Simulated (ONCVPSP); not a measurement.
## How hard is this Ge (Z = 32) ONCV potential?

Ge (Z = 32), optimised norm-conserving Vanderbilt (ONCV), made with ONCVPSP 4.0.1 (PBE, scalar-relativistic). Core [Ar], reference 3d10 4s2 4p2. Waves: 4s: rc 1.45 bohr, ncon 3, nbas 6, qcut 4 1/bohr, 3 projectors, debl 2.7 Ha; 4p: rc 2.35 bohr, ncon 4, nbas 8, qcut 4 1/bohr, 1 projector; 3d: rc 1.05 bohr, ncon 4, nbas 9, qcut 14.3 1/bohr, 3 projectors, debl 0.9 Ha. Local part: polynomial inside 0.75 bohr (lpopt 1, dvloc0 3 Ha). Core correction: none.

In the d channel the program set the typed energies aside and used -1.077, 0.250, 1.150 Ha.

Q: For each optimised wave give the share of its norm inside rc, the residual kinetic energy above qcut (Ha) and the cutoffs (Ha) for errors of 10, 1, 0.1 and 0.01 mHa per electron.

A:

| wave | norm inside rc | residual KE | 10 mHa | 1 mHa | 0.1 mHa | 0.01 mHa |
| --- | --- | --- | --- | --- | --- | --- |
| 4s | 0.199 | 1.5e-03 | 5.7 | 8.8 | 27.1 | 39.4 |
| s projector 2 | 0.090 | 9.5e-03 | 7.9 | 51.5 | 85.1 | not reached |
| s projector 3 | 0.093 | 1.9e-01 | 21.6 | 44.0 | 71.8 | 88.5 |
| 4p | 0.384 | 4.5e-05 | 1.8 | 2.9 | 7.0 | 23.1 |
| 3d | 0.826 | 2.5e-05 | 75.4 | 86.6 | 96.0 | 160.2 |
| d projector 2 | 0.018 | 2.0e-06 | 54.1 | 72.3 | 85.2 | 95.6 |
| d projector 3 | 0.031 | 8.0e-06 | 62.5 | 79.2 | 91.6 | 101.2 |

The occupied waves need 87 Ha and 96 Ha for 1 and 0.1 mHa. Note: ghosts flagged at negative energy: s at -1827.0 eV; GHOST(+) flagged for p at 12.8 eV, s at 108.6 eV. A true bound ghost makes a file unfit for plane-wave use.
